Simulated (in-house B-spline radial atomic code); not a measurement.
Ionisation energies along the 40-electron series, configuration 1s2 2s2 2p6 3s2 3p6 3d10 4s2 4p6 4d3/2(4), as differences of self-consistent energies. Dirac energy differences include first-order Breit, QED and recoil terms. NIST's values go from ground level to ground level; the uncertainty of those that are theory runs from under 0.1 % in few-electron ions to several per cent in heavy many-electron ones. Computed with a B-spline radial code for spherical atoms: Dirac-Hartree-Fock, jj configuration that fills j = l - 1/2 first, finite nuclei.

A number in brackets counts the electrons of a j subshell.

| ion | configuration after | ionisation energy (eV) | IE/(q+1)² (eV) | -ε less Coulomb ΔSCF (eV) | Breit and QED recoil part (eV) | tabulated value (eV) | tabulated kind | computed minus tabulated (eV) |
| --- | --- | --- | --- | --- | --- | --- | --- | --- |
| Ag7+ | [Kr] 4d3/2(3) | 124.2 | 1.9407 | 0.93543 | -0.0083949 | 125 | tabulated theory | -0.8 |
| Cd8+ | [Kr] 4d3/2(3) | 149.9 | 1.8509 | 0.94183 | -0.015745 | 150 | tabulated theory | -0.1 |
| In9+ | [Kr] 4d3/2(3) | ? | ? | ? | ? | ? | tabulated theory | ? |
| Sn10+ | [Kr] 4d3/2(3) | 207.0 | 1.7107 | 0.95587 | -0.034773 | 208 | tabulated theory | -1.0 |
| Sb11+ | [Kr] 4d3/2(3) | 238.3 | 1.655 | 0.96312 | -0.046559 | 238 | tabulated theory | 0.3 |
| Te12+ | [Kr] 4d3/2(3) | 271.5 | 1.6063 | 0.97038 | -0.059926 | 272 | tabulated theory | -0.5 |
| I13+ | [Kr] 4d3/2(3) | 306.4 | 1.5635 | 0.9776 | -0.074968 | 307 | tabulated theory | -0.6 |
| Xe14+ | [Kr] 4d3/2(3) | 343.2 | 1.5255 | 0.98474 | -0.091719 | 343 | tabulated theory | 0.2 |
| Cs15+ | [Kr] 4d3/2(3) | 381.8 | 1.4915 | 0.99178 | -0.11027 | 382 | tabulated theory | -0.2 |
| Ba16+ | [Kr] 4d3/2(3) | 422.2 | 1.4609 | 0.9987 | -0.13066 | 422 | tabulated theory | 0.2 |
| La17+ | [Kr] 4d3/2(3) | ? | ? | ? | ? | ? | tabulated theory | ? |
| Ce18+ | [Kr] 4d3/2(3) | 508.4 | 1.4082 | 1.0122 | -0.17732 | 509 | tabulated theory | -0.6 |
| Pr19+ | [Kr] 4d3/2(3) | 554.1 | 1.3853 | 1.0187 | -0.20371 | 554 | tabulated theory | 0.1 |
| Nd20+ | [Kr] 4d3/2(3) | 601.7 | 1.3643 | 1.0251 | -0.23224 | 602 | tabulated theory | -0.3 |
| Pm21+ | [Kr] 4d3/2(3) | ? | ? | ? | ? | ? | tabulated theory | ? |
| Sm22+ | [Kr] 4d3/2(3) | 702.1 | 1.3272 | 1.0376 | -0.29598 | 702 | tabulated theory | 0.1 |
| Eu23+ | [Kr] 4d3/2(3) | 755.0 | 1.3108 | 1.0436 | -0.33136 | 755 | tabulated theory | 0.0 |

Problem. Fill in the row of In9+.

Solution. ionisation energy (eV): 177.5; IE/(q+1)² (eV): 1.7753; -ε less Coulomb ΔSCF (eV): 0.94873; Breit and QED recoil part (eV): -0.024524; tabulated value (eV): 178; computed minus tabulated (eV): -0.5.

Problem. Fill in the row of La17+.

Solution. ionisation energy (eV): 464.4; IE/(q+1)² (eV): 1.4333; -ε less Coulomb ΔSCF (eV): 1.0055; Breit and QED recoil part (eV): -0.15299; tabulated value (eV): 464; computed minus tabulated (eV): 0.4.

Problem. Fill in the row of Pm21+.

Solution. ionisation energy (eV): 651.0; IE/(q+1)² (eV): 1.345; -ε less Coulomb ΔSCF (eV): 1.0314; Breit and QED recoil part (eV): -0.26297; tabulated value (eV): 651; computed minus tabulated (eV): 0.0.
